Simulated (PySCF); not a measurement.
C4H2N2, SMILES C#C/C=N/C#N.

Geometry: PBE0-D3(BJ)/def2-SVP. The structure was generated by enumeration; whether it is a known compound was not checked.

Computed with PySCF with ωB97X/def2-TZVP.

Symmetry labels are those of the subgroup Cs that the program uses (full group Cs).

Q: List the valence orbital energies around the gap with their symmetry. (The exact figures need the calculation; the answer reports its results.)

A: 
| orbital | symmetry | energy (eV) |
|---|---|---|
| HOMO−7 | A' | -17.65 |
| HOMO−6 | A" | -15.46 |
| HOMO−5 | A' | -13.85 |
| HOMO−4 | A' | -13.17 |
| HOMO−3 | A" | -12.75 |
| HOMO−2 | A' | -11.80 |
| HOMO−1 | A' | -10.98 |
| HOMO | A" | -10.75 |
| LUMO | A" | -1.10 |
| LUMO+1 | A' | 1.87 |
| LUMO+2 | A' | 3.19 |
| LUMO+3 | A' | 3.68 |
